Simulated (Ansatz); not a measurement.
Saddle point of Si₂NH₇O, singlet (Si₂NH₇O ([NH2][SiH]([OH])[SiH3]) → Si₂H₄O ([O][SiH][SiH3]) + NH₃ (still joined by a long Si–N bond); bonds formed: N2–H4; bonds broken: O3–H4; bonds weakened to dative contacts: Si1–N2), PBE0-D4/def2-TZVP structure:

```
atom    x (Å)    y (Å)    z (Å)
 Si1  -0.7063   0.3734  -0.3187
  N2   0.6897   1.5345   0.1494
  O3  -0.4899   0.8892  -1.8011
  H4   0.4487   1.6032  -1.0347
  H5  -1.8785   0.8437   0.4801
 Si6  -0.1374  -1.8289   0.2637
  H7   1.6048   1.1672   0.3791
  H8   0.4939   2.3595   0.7035
  H9   1.2377  -2.1425  -0.2149
 H10  -1.0923  -2.7896  -0.3494
 H11  -0.1704  -2.0096   1.7429
```

Energies are electronic, without zero-point energy. Barriers and step energies count from the start structure reached by relaxing down the imaginary mode; all methods use the PBE0-D4 structures, on which another method's saddle can fall below an end. Ansatz 0.2.0; basis: def2-TZVPP, with def2-QZVPP for the basis limit; cores frozen in the correlated methods. B3LYP uses VWN-RPA correlation. Extrapolation: Hartree–Fock as exp(−7.88 √X), correlation as X^−2.97.

```json
{"method": "SPW92", "barrier (kJ/mol)": "132.1", "step energy (kJ/mol)": "119.5"}
{"method": "PBE-D4", "barrier (kJ/mol)": "?", "step energy (kJ/mol)": "110.1"}
{"method": "BLYP-D4", "barrier (kJ/mol)": "153.2", "step energy (kJ/mol)": "109.7"}
{"method": "r2SCAN-D4", "barrier (kJ/mol)": "158.2", "step energy (kJ/mol)": "120.6"}
{"method": "B97M-V", "barrier (kJ/mol)": "171.1", "step energy (kJ/mol)": "120.6"}
{"method": "PBE0-D4", "barrier (kJ/mol)": "163.5", "step energy (kJ/mol)": "126.4"}
{"method": "B3LYP-D4", "barrier (kJ/mol)": "169.2", "step energy (kJ/mol)": "123.9"}
{"method": "r2SCAN0-D4", "barrier (kJ/mol)": "172.7", "step energy (kJ/mol)": "132.6"}
{"method": "BHLYP-D4", "barrier (kJ/mol)": "192.2", "step energy (kJ/mol)": "140.5"}
{"method": "CAM-B3LYP-D4", "barrier (kJ/mol)": "175.4", "step energy (kJ/mol)": "132.7"}
{"method": "wB97X-V", "barrier (kJ/mol)": "175.1", "step energy (kJ/mol)": "131.4"}
{"method": "wB97M-V", "barrier (kJ/mol)": "173.1", "step energy (kJ/mol)": "129.9"}
{"method": "B2PLYP", "barrier (kJ/mol)": "?", "step energy (kJ/mol)": "123.5"}
{"method": "PBE-QIDH", "barrier (kJ/mol)": "172.5", "step energy (kJ/mol)": "131.6"}
{"method": "RPA on PBE", "barrier (kJ/mol)": "168.1", "step energy (kJ/mol)": "121.0"}
{"method": "HF", "barrier (kJ/mol)": "227.2", "step energy (kJ/mol)": "154.7"}
{"method": "MP2", "barrier (kJ/mol)": "?", "step energy (kJ/mol)": "124.1"}
{"method": "CCSD", "barrier (kJ/mol)": "183.5", "step energy (kJ/mol)": "133.2"}
{"method": "CCSD(T)", "barrier (kJ/mol)": "172.6", "step energy (kJ/mol)": "126.6"}
```

**Question.** Fill in the withheld barriers. (An estimate is asked for; the value comes from the calculation.)

**Answer.** Computed: MP2 166.6; PBE-D4 142.8; B2PLYP 169.2 kJ/mol. Each is the energy of the saddle less that of the start structure, by the same method.

For comparison, the barrier by CCSD(T) at an estimated basis limit (MP2 extrapolated from triple and quadruple zeta, plus CCSD(T) − MP2 in triple zeta) is 173.4 kJ/mol.

T1 diagnostic: at most 0.017.

Labels in which every atom is bracketed show which atoms are joined, not bond orders.

For scale, one of the runs: CCSD(T)/def2-TZVPP, 244 basis functions, launched by `ansatz run in.yaml --threads 4 --pin off --events-out ev --progress --plain --max-ram 9574MiB`. Hardware: 4 CPU threads of an Arm Neoverse V1, shared host. Wall time 100 s; peak host memory 4.6 GiB.
